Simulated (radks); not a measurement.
Polarisability of the erbium ion Er+, [Xe] 4f12 6s1, at imaginary frequency. Method: scalar-relativistic Kohn-Sham, exchange-only LDA, spin-polarised, spherical densities, finite nucleus; open shells are filled with parallel spins first (spin-orbit coupling, left out, can overturn this in heavy ions); Fermi nuclear charge, rms radius 5.2516 fm; computed with a radial shooting solver on a logarithmic mesh with Libxc functionals. Response by self-consistent Sternheimer equations with the Hartree and adiabatic exchange-only LDA kernel, the relativistic mass of each level held fixed and spin-orbit coupling left out.

w (hartree)  alpha1(iw) (bohr^3)
0.00266                    63.31
0.0143                     62.71
0.0360                     59.64
0.0697                     51.66
0.118                      39.17
0.186                      26.44
0.280                      17.01
0.413                      11.14
0.605                      7.597
0.892                      5.248
1.35                       3.464
2.12                       2.051
3.59                       1.029
6.94                      0.4030
17.5                     0.09595

Static values: alpha1 = 63.33 bohr^3 (9.384 angstrom^3; uncoupled 100.4). C6 = 506.2, triple-dipole C9 = 22000 atomic units. One-pole (London) frequency 4 C6 / (3 alpha1^2) = 0.168 hartree, against 0.279 for minus the highest occupied eigenvalue.
